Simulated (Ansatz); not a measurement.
## GeO (SMILES [O]=[Ge]): the energy, rung by rung

GeO has 2 atoms, charge 0, and is taken as a singlet. SMILES: `[O]=[Ge]`. The coordinates come from a PBE0-D4/def2-TZVP relaxation.

```jsonl
{"atom": "O", "x (Å)": "0.0000", "y (Å)": "0.0000", "z (Å)": "-0.0230"}
{"atom": "Ge", "x (Å)": "0.0000", "y (Å)": "0.0000", "z (Å)": "1.5995"}
```

Each level gives the energy change with the O1–Ge2 bond stretched from 1.623 to 1.971 Å (eV). The values are calculated.

| level | kind | program | value (eV) | less FCI/STO-3G | CPU time (all runs) |
| --- | --- | --- | --- | --- | --- |
| HF/STO-3G (restricted) | Hartree–Fock | Ansatz | 3.71 | +1.52 | 0.25 s |
| SVWN5/STO-3G (restricted) | LDA | Ansatz | 3.15 | +0.96 | 4.2 s |
| PBE/STO-3G (restricted) | GGA | Ansatz | 2.94 | +0.75 | 7 s |
| revPBE/STO-3G (restricted) | GGA | Ansatz | 2.86 | +0.67 | 7.8 s |
| r2SCAN/STO-3G (restricted) | meta-GGA | Ansatz | 3.11 | +0.92 | 10 s |
| PBE0/STO-3G (restricted) | global hybrid | Ansatz | 3.21 | +1.02 | 1.5 s |
| HSE06/STO-3G (restricted) | range-separated hybrid | Ansatz | 3.19 | +1.00 | 1.9 s |
| B2PLYP/STO-3G (restricted) | double hybrid | Ansatz | 2.36 | +0.17 | 2.4 s |
| BCCD(T)/STO-3G (restricted) | coupled cluster or CI | Ansatz | 2.12 | -0.07 | 0.6 s |
| FCI/STO-3G | exact in the basis | Ansatz | 2.19 | 0.00 | 1.4 s |

FCI/STO-3G is exact within its basis and frozen core, so for wave-function methods in that basis the difference is their error; functionals converge differently with the basis, so for them it is only a difference. All-electron rows without a relativistic Hamiltonian named are non-relativistic. The first shape isn't each level's own minimum. The values span 2.12 to 3.71 eV. All rows use very small basis sets, so none should be taken for the real molecule's value. In the correlated wave-function rows the outer d shell of Ge is correlated, in sets not made for it. Times are those of the runs behind each value, whatever else they computed, on shared processors of several kinds: orders of magnitude only.
